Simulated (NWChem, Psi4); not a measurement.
**Worked example: vertical electron affinity of SnSiH5O (SMILES [SiH3][O][SnH2])**

SnSiH5O: 8 atoms, total charge 0, spin state doublet. As SMILES, `[SiH3][O][SnH2]`. Geometry: relaxed at PBE0-D4/def2-TZVP. This is one conformer, not always the lowest.

Both states at this one shape; open shells run unrestricted unless said. 1 Eh = 27.2114 eV.

| level | program | doublet SnSiH5O (Eh) | singlet SnSiH5O− (Eh) |
| --- | --- | --- | --- |
| UPBE/def2-SVPD (core potential) | NWChem | -581.617830 | -581.674920 |
| UB3LYP/def2-SVPD (core potential) | Psi4 | -581.964425 | -582.025735 |

Question: Work out the vertical electron affinity, E(N) − E(N+1), at each level.

Answer: 
1. UPBE/def2-SVPD (core potential): -581.617830 − (-581.674920) = 0.057090 Eh = 1.55 eV.
2. UB3LYP/def2-SVPD (core potential): -581.964425 − (-582.025735) = 0.061310 Eh = 1.67 eV.

No measured value is set beside it here; the levels span 1.55 to 1.67 eV. Spin-orbit coupling is left out.
